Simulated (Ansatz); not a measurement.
Frontier orbitals of `[SH][Ge][Cl]`.

Z-matrix (Å, degrees):
```
S
Ge 1 2.239
H 1 1.344 2 96.1
Cl 2 2.198 1 99.3 3 0.0
```

Total charge 0; spin multiplicity 1. Correlated methods include outer-core shells of Ge, which these sets cover unevenly. Scalar relativity is left out up to krypton. The structure was optimised at the PBE0-D4/def2-TZVP level. It is one conformer, not always the lowest. Basis def2-TZVPP, Ansatz 0.2.0.

```csv
functional,HOMO (eV),LUMO (eV),gap (eV)
LDA (SPW92),-6.68,-3.63,3.05
PBE,-6.51,-3.41,3.10
revPBE,-6.45,-3.32,3.13
B97M-V,-6.76,-3.27,3.49
PBE0,-7.59,-2.71,4.88
B3LYP,-7.38,-2.89,4.49
HSE06 (plane-wave form),-7.20,-3.08,4.12
ωB97M-V,-9.63,-0.78,8.85
```

**Question.** What is the vertical ionisation energy at frozen-core CCSD(T)/def2-TZVPP? (Estimate.)

**Answer.** Ansatz gave: 9.71 eV (T1 of the cation 0.023).

From PBE to PBE0 the HOMO moves by −1.08 eV and the LUMO by +0.70 eV, and with ωB97M-V by −3.12 and +2.63 eV, so the gap grows from 3.10 to 8.85 eV with exact exchange. −ε(HOMO) differs from that ionisation energy by −3.20 eV with PBE and −0.08 eV with ωB97M-V.

B3LYP here is the variant with VWN-RPA as its local correlation; programs differ in this.
